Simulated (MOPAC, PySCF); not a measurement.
[Cu(NH3)(F)], neutral singlet in the gas phase. 

Cartesian coordinates (Å):
```xyz
6

Cu    -0.1719     0.0084    -0.0556
N     -1.8502     0.8495     0.3289
H     -2.3872     0.3411     1.0456
H     -2.4561     0.9103    -0.5015
H     -1.7359     1.8116     0.6778
F      1.3541    -0.7587    -0.4062
```
Charge 0, spin multiplicity 1.

All levels are single points at this geometry (TPSS-D3(BJ)/def2-SVP); Pople sets use spherical d functions. Orbital energies aren't observables, and empty levels follow the basis.

| level | HOMO (eV) | LUMO (eV) | gap (eV) | dipole (D) | vertical IE, Delta-SCF (eV) |
|---|---|---|---|---|---|
| B3LYP-D3(BJ)/def2-TZVP in PySCF | -6.18 | -1.14 | 5.04 | 8.59 | – |
| TPSSh-D3(BJ)/def2-TZVP in PySCF | -5.43 | -1.06 | 4.37 | 8.46 | – |
| B3LYP/6-311+G** (LANL2DZ on Cu) in PySCF | -6.34 | -1.47 | 4.87 | 8.95 | – |
| B3LYP/LANL2DZ in PySCF | -6.07 | -0.99 | 5.08 | 9.00 | – |
| BP86/6-31G* (LANL2DZ on Cu) in PySCF | -4.80 | -1.30 | 3.50 | 7.78 | – |
| M06-2X/6-31G* (LANL2DZ on Cu) in PySCF | -7.78 | 0.03 | 7.81 | 8.67 | – |
| SVWN5/6-31G* (LANL2DZ on Cu) in PySCF | -4.89 | -1.46 | 3.43 | 7.85 | – |
| HF/STO-3G in PySCF | -3.05 | 5.90 | 8.94 | 5.98 | – |
| PM6 in MOPAC | -8.32 | 1.24 | 9.55 | 9.42 | – |
